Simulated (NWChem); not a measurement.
The numbers come from NWChem runs, not from measurements. System: diboron tetrachloride (B2Cl4), charge 0, spin multiplicity 1, at a geometry optimised with B3LYP/def2-SVP. Level: LDA (SVWN5)/def2-SVP.

Input file:

```
start mol
memory heap 200 mb stack 900 mb global 1100 mb
geometry units angstroms nocenter noautoz
  Cl    -1.098522    -1.045169     1.737581
  B      0.000000     0.000000     0.848020
  Cl     1.098522     1.045169     1.737581
  B      0.000000     0.000000    -0.848020
  Cl    -1.098522     1.045169    -1.737581
  Cl     1.098522    -1.045169    -1.737581
  symmetry group D2
end
basis spherical
  * library def2-svp
end
dft
  xc slater vwn_5
  semidirect memsize 60000000 filesize 0
  iterations 100
end
task dft energy
```

Part of the output:

```
             Northwest Computational Chemistry Package (NWChem) 7.3.0
             --------------------------------------------------------

                                NWChem Input Module
                                -------------------

 Scaling coordinates for geometry "geometry" by  1.889725989
 (inverse scale =  0.529177249)

 Turning off AUTOSYM since
 SYMMETRY directive was detected!

                             Geometry "geometry" -> ""
                             -------------------------

 Output coordinates in angstroms (scale by  1.889725989 to convert to a.u.)

  No.       Tag          Charge          X              Y              Z
 ---- ---------------- ---------- -------------- -------------- --------------
    1 Cl                  17.0000    -1.09852200    -1.04516900     1.73758100
    2 B                    5.0000     0.00000000     0.00000000     0.84802000
    3 Cl                  17.0000     1.09852200     1.04516900     1.73758100
    4 B                    5.0000     0.00000000     0.00000000    -0.84802000
    5 Cl                  17.0000    -1.09852200     1.04516900    -1.73758100
    6 Cl                  17.0000     1.09852200    -1.04516900    -1.73758100

 Effective nuclear repulsion energy (a.u.)     420.8461799980

            Nuclear Dipole moment (a.u.)
            ----------------------------
        X                 Y               Z
 ---------------- ---------------- ----------------
     0.0000000000     0.0000000000     0.0000000000

      Symmetry information
      --------------------

 Group name             D2
 Group number             11
 Group order               4
 No. of unique centers     2

      Symmetry unique atoms

     1    2


 Summary of "ao basis" -> "" (spherical)
 ------------------------------------------------------------------------------
       Tag                 Description            Shells   Functions and Types
 ---------------- ------------------------------  ------  ---------------------
 *                          def2-svp                  on all atoms

                                 NWChem DFT Module
[...]
              MO Center= -4.9D-16,  5.7D-15,  2.2D-14, r^2= 4.8D+00
   Bfn.  Coefficient  Atom+Function         Bfn.  Coefficient  Atom+Function
  ----- ------------  ---------------      ----- ------------  ---------------
    13      0.286565  1 Cl pz                45      0.286565  3 Cl pz
    77     -0.286565  5 Cl pz                95     -0.286565  6 Cl pz
    24      0.278057  2 B  pz                56     -0.278057  4 B  pz
    10      0.217748  1 Cl pz                42      0.217748  3 Cl pz
    74     -0.217748  5 Cl pz                92     -0.217748  6 Cl pz

 Vector   40  Occ=0.000000D+00  E=-1.069649D-01  Symmetry=b2
              MO Center=  6.6D-15, -4.6D-15, -1.5D-13, r^2= 3.6D+00
   Bfn.  Coefficient  Atom+Function         Bfn.  Coefficient  Atom+Function
  ----- ------------  ---------------      ----- ------------  ---------------
    23      0.364931  2 B  py                55      0.364931  4 B  py
    26     -0.273194  2 B  py                58     -0.273194  4 B  py
    22     -0.254225  2 B  px                54      0.254225  4 B  px
    11     -0.187735  1 Cl px                43     -0.187735  3 Cl px
    75      0.187735  5 Cl px                93      0.187735  6 Cl px

 Vector   41  Occ=0.000000D+00  E=-1.018961D-01  Symmetry=b3
              MO Center=  5.1D-15, -4.5D-15,  1.3D-13, r^2= 3.6D+00
   Bfn.  Coefficient  Atom+Function         Bfn.  Coefficient  Atom+Function
  ----- ------------  ---------------      ----- ------------  ---------------
    22      0.357365  2 B  px                54      0.357365  4 B  px
    25     -0.272889  2 B  px                57     -0.272889  4 B  px
    23     -0.270602  2 B  py                55      0.270602  4 B  py
    12     -0.194991  1 Cl py                44     -0.194991  3 Cl py
    76      0.194991  5 Cl py                94      0.194991  6 Cl py

 Vector   42  Occ=0.000000D+00  E= 3.625064D-02  Symmetry=b1
              MO Center=  1.5D-14, -2.8D-14, -5.3D-14, r^2= 4.9D+00
   Bfn.  Coefficient  Atom+Function         Bfn.  Coefficient  Atom+Function
  ----- ------------  ---------------      ----- ------------  ---------------
    21      2.782679  2 B  s                 53     -2.782679  4 B  s
    27     -0.774126  2 B  pz                59     -0.774126  4 B  pz
     4     -0.445791  1 Cl s                 36     -0.445791  3 Cl s
    68      0.445791  5 Cl s                 86      0.445791  6 Cl s
    20      0.432004  2 B  s                 52     -0.432004  4 B  s

 center of mass
 --------------
 x =   0.00000000 y =   0.00000000 z =   0.00000000

 moments of inertia (a.u.)
 ------------------
        2110.289598609432           0.000000000000           0.000000000000
           0.000000000000        2167.419048497865           0.000000000000
           0.000000000000           0.000000000000        1148.424156409547

     Multipole analysis of the density
     ---------------------------------

     L   x y z        total         alpha         beta         nuclear
     -   - - -        -----         -----         ----         -------
     0   0 0 0     -0.000000    -39.000000    -39.000000     78.000000

     1   1 0 0     -0.000000     -0.000000     -0.000000      0.000000
     1   0 1 0     -0.000000     -0.000000     -0.000000      0.000000
     1   0 0 1     -0.000000     -0.000000     -0.000000      0.000000

     2   2 0 0    -44.076946   -168.557527   -168.557527    293.038108
     2   1 1 0      0.000000      0.000000      0.000000      0.000000
     2   1 0 1     -0.000000     -0.000000     -0.000000      0.000000
     2   0 2 0    -44.044507   -154.654653   -154.654653    265.264800
     2   0 1 1      0.000000      0.000000      0.000000      0.000000
     2   0 0 2    -45.387049   -402.112224   -402.112224    758.837400

 Task  times  cpu:        0.7s     wall:        0.7s

 Total times  cpu:        0.8s     wall:        0.8s
```
